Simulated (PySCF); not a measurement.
S⁻ (sulfur, charge -1) across methods

[Ne] 3s2 3p5, 2P determinant. Calculation: PySCF 2.14, in dyall-av3z; the spin-free X2C one-electron Hamiltonian (Gaussian nucleus).

| method | E (hartree) | mean ε 3s β (eV) | mean ε 3p α (eV) | mean ε 3p β (eV) | Σ⟨r²⟩ (bohr²) | ⟨S²⟩ |
| --- | --- | --- | --- | --- | --- | --- |
| PBE0 | -399.1542 | -10.122 | -0.656 | 0.126 | 44.11 | 0.756 |
| wB97X-V | -399.2326 | -12.905 | -2.879 | -2.135 | 43.62 | 0.754 |
| B97-3 | -399.2467 | -10.309 | -0.649 | 0.078 | 44.15 | 0.754 |
| PBE | -399.1271 | -8.408 | 0.431 | 1.119 | 45.48 | 0.755 |
| r2SCAN | -399.2654 | -8.668 | 0.188 | 0.977 | 44.27 | 0.759 |
| UHF | -398.62955 | -14.537 | -3.494 | -2.307 | 43.25 | 0.763 |
| B3LYP | -399.3201 | -9.884 | -0.431 | 0.273 | 44.88 | 0.755 |
| r2SCAN0 | -399.2599 | -10.288 | -0.854 | -0.001 | 43.63 | 0.759 |

Estimate the same row for LDA.

E (hartree) = -397.9107; mean ε 3s β (eV) = -8.573; mean ε 3p α (eV) = 0.327; mean ε 3p β (eV) = 1.018; Σ⟨r²⟩ (bohr²) = 45.61; ⟨S²⟩ = 0.753.

The highest occupied level is positive at PBE0, B97-3, LDA, PBE, r2SCAN, B3LYP: only the finite basis holds that electron, which in a density functional comes from self-interaction.
